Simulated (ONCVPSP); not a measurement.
**What one change does to a pseudopotential (strontium (Sr), ONCV)**

ONCVPSP 4.0.1 input, shortened (lines: element, Z, core and valence counts, functional; n l f; lmax; l rc ep ncon nbas qcut; lloc lpopt rc5 dvloc0; l nproj debl; icmod fcfact rcfact), LDA (Perdew-Zunger), scalar-relativistic:

```
  Sr 38.00    8    1        3      upf
    1    0    2.00
    2    0    2.00
    2    1    6.00
    3    0    2.00
    3    1    6.00
    3    2   10.00
    4    0    2.00
    4    1    6.00
    5    0    2.00
    2
    0    3.70    0.00    5    8    2.00
    1    4.00    0.16    4    7    1.90
    2    2.85    0.37    4    8    3.30
    4    5    2.25    4.00
    0    3    1.90
    1    2    0.80
    2    2    2.40
    0    0.00    0.00
```

In the p channel the program set the typed energies aside and used 0.050, 0.850 Ha. In the d channel the program set the typed energies aside and used 0.050, 2.450 Ha.

Change: s: qcut 1.6; p: qcut 1.5; d: qcut 2.6.

Cutoffs: the cutoffs (Ha) at which the residual kinetic energy of the hardest occupied pseudo-wave falls to 1 and 0.1 mHa per electron; they do not see the model core or the augmentation charge, which bear on the density cutoff. Errors are all-electron minus pseudo energies relative to the spin-unpolarised reference configuration.

Question: What does the change do?

Answer: The potential gets harder (1.6 Ha and 3.0 Ha → 1.9 Ha and 8.1 Ha); the errors of the 4 common tests hardly move; neither file shows a bound ghost.

```tsv
quantity	base	changed
cutoff, loose	1.6 Ha	1.9 Ha
cutoff, tight	3.0 Ha	8.1 Ha
bound ghosts	none	none
GHOST(+) flags under 300 eV	s at 143.8 eV	s at 141.9 eV
error for 5s1, meV [ΔE 6.06 eV]	+33	+33
error for 5s1.5, meV [ΔE 2.41 eV]	+5.0	+4.9
error for 5s1 5p1, meV [ΔE 2.39 eV]	+18	+17
error for 4d1 5s1, meV [ΔE 2.34 eV]	+175	+165
s: phases at 3.76 bohr within 0.05 rad from the reference energy up to (Ha; the scan ends near 5)	n/a	n/a
p: phases at 4.06 bohr within 0.05 rad from the reference energy up to (Ha; the scan ends near 5)	1.1	1.1
d: phases at 2.89 bohr within 0.05 rad from the reference energy up to (Ha; the scan ends near 5)	1.1	1.1
```

Base: The cutoffs count occupied waves only; projector 2 of the d channel, the hardest unoccupied one, needs 34 Ha at the loose tolerance. Changed file: The cutoffs count occupied waves only; projector 2 of the d channel, the hardest unoccupied one, needs 29 Ha at the loose tolerance.
